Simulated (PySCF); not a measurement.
Species: B2BrH4NO.
Bonds: B1–O2, O2–B3, B3–N4, B3–Br5. Hydrogens: H6, H7 on B1; H8, H9 on N4.

Method: PBE0-D3(BJ)/def2-SVP geometry optimisation, gas phase (PySCF 2.14.0); density fitting, grid level 1; the optimiser is geomeTRIC in internal coordinates, started from a GFN2-xTB structure with every atom displaced at random (about 0.01 Å).

Step 0: E = -74979.2192 eV
```
atom  x, y, z in Å  |  force x, y, z in eV/Å
B1     -1.7322    0.6500    0.6622   -2.115   1.817   0.641
O2     -0.6254    0.2017    0.2054    1.213  -0.507  -0.170
B3      0.4557   -0.2942   -0.3250    3.416  -0.980   0.264
N4      1.7022   -0.4690    0.3923   -3.662   1.181   0.073
Br5     0.4494   -0.8278   -2.1646   -0.100  -0.144  -0.566
H6     -2.5373   -0.0584    1.1317   -0.640  -0.775   0.441
H7     -1.9454    1.8346    0.5927   -0.036   0.239   0.022
H8      1.7908   -0.2165    1.3580   -0.012   0.133   0.446
H9      2.5012   -0.8448    0.0042    1.935  -0.963  -1.152
```

Step 1: E = -74979.4579 eV
```
atom  x, y, z in Å  |  force x, y, z in eV/Å
B1     -1.7493    0.6944    0.6732    0.418  -0.271  -0.123
O2     -0.5748    0.3005    0.1519   -0.207   0.321  -0.059
B3      0.5403   -0.2429   -0.3848   -0.639  -0.463   0.361
N4      1.6459   -0.5206    0.4132    0.943  -0.067  -0.367
Br5     0.4807   -0.8667   -2.2227    0.071   0.152  -0.003
H6     -2.4477   -0.1274    1.2284   -0.009   0.002  -0.043
H7     -2.0593    1.8572    0.5994   -0.029   0.127  -0.016
H8      1.7138   -0.2113    1.3738   -0.043  -0.017  -0.004
H9      2.5096   -0.9075    0.0243   -0.505   0.216   0.254
```

Step 2: E = -74979.4826 eV
```
atom  x, y, z in Å  |  force x, y, z in eV/Å
B1     -1.7762    0.6979    0.6637    0.075  -0.101  -0.063
O2     -0.5988    0.2741    0.1906    0.255  -0.019   0.278
B3      0.5127   -0.3086   -0.3043   -0.053   0.050  -0.251
N4      1.6941   -0.5358    0.4066   -0.195   0.201   0.129
Br5     0.4681   -0.8143   -2.1759   -0.003  -0.095  -0.169
H6     -2.5191   -0.1021    1.1910   -0.005   0.009  -0.007
H7     -2.0609    1.8701    0.5549    0.021   0.001   0.012
H8      1.8010   -0.2265    1.3634    0.044  -0.043   0.042
H9      2.5382   -0.8791   -0.0331   -0.140  -0.003   0.029
```

Step 3: E = -74979.4933 eV
```
atom  x, y, z in Å  |  force x, y, z in eV/Å
B1     -1.7506    0.6902    0.6748   -0.014  -0.006  -0.071
O2     -0.5861    0.2660    0.1781   -0.077  -0.021   0.017
B3      0.5051   -0.3236   -0.3438    0.051   0.180   0.026
N4      1.6633   -0.5144    0.4108    0.036  -0.007  -0.072
Br5     0.4827   -0.8328   -2.2218   -0.015  -0.029   0.120
H6     -2.4943   -0.1054    1.2067   -0.001  -0.008   0.002
H7     -2.0254    1.8672    0.5810    0.009  -0.013   0.028
H8      1.7504   -0.2070    1.3707   -0.070  -0.014  -0.022
H9      2.5142   -0.8646    0.0004    0.081  -0.082  -0.028
```

Question: Estimate the geometry and energy of step 4. (The exact step hangs on the optimiser's Hessian estimate; all steps are aligned on step 3, rigid shifts and turns removed.)

Answer: E = -74979.4986 eV, largest force 0.093 eV/Å
```
atom  x, y, z in Å  |  force x, y, z in eV/Å
B1     -1.7552    0.6914    0.6691    0.008  -0.020  -0.012
O2     -0.5823    0.2830    0.1792    0.023   0.056   0.031
B3      0.5155   -0.2946   -0.3426   -0.062  -0.065  -0.008
N4      1.6718   -0.5108    0.4061    0.051   0.070  -0.032
Br5     0.4720   -0.8435   -2.2060    0.002   0.005   0.012
H6     -2.4902   -0.1174    1.1937   -0.011  -0.005  -0.015
H7     -2.0405    1.8660    0.5889   -0.002   0.001   0.008
H8      1.7532   -0.2086    1.3677   -0.004  -0.022   0.006
H9      2.5148   -0.8899    0.0006   -0.006  -0.021   0.010
```

The energy changes by -0.0053 eV. The first-order estimate −F·Δx gives -0.0108 eV and the mean of the old and new forces, exact on a quadratic surface, -0.0055 eV. The step makes an angle of 51° with the force vector and moves no atom by more than 0.031 Å.

The cost below is that of the whole optimisation. Hardware: an Arm Neoverse N1 with one thread (shared host). Cost: 3.0 min of wall time, 0.45 GiB resident at most.
